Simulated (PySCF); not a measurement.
Computed shifts of a molecule C₂H₇AlClN, PySCF with PBE/pcSseg-1, GIAO, gas phase, atoms alike by connectivity averaged where their shifts nearly agree, in ppm (number of nuclei): ¹³C: 35.9 (1), -15.3 (1). ¹H: 3.15 (3), 1.79 (1), 0.04 (3). ¹⁵N: 72.8 (1). References: ³⁵Cl against HCl (σ = 936.5 ppm); ¹³C against TMS (σ = 182.0 ppm); ¹H against TMS (σ = 31.49 ppm); ¹⁵N against NH3 (σ = 267.0 ppm), references at their B3LYP-D3(BJ)/def2-TZVP geometries, non-relativistic (without spin–orbit terms, shifts of atoms bonded to Cl or Br come out too high). Geometry optimised at B3LYP-D3(BJ)/def2-SVP. The values are those of a single conformer.

Q: Which structure fits?
A. C[N](C)[AlH][Cl]
B. C[NH][Al]([CH3])[Cl]
C. C[CH2][Al]([NH2])[Cl]

A: B, C[NH][Al]([CH3])[Cl]
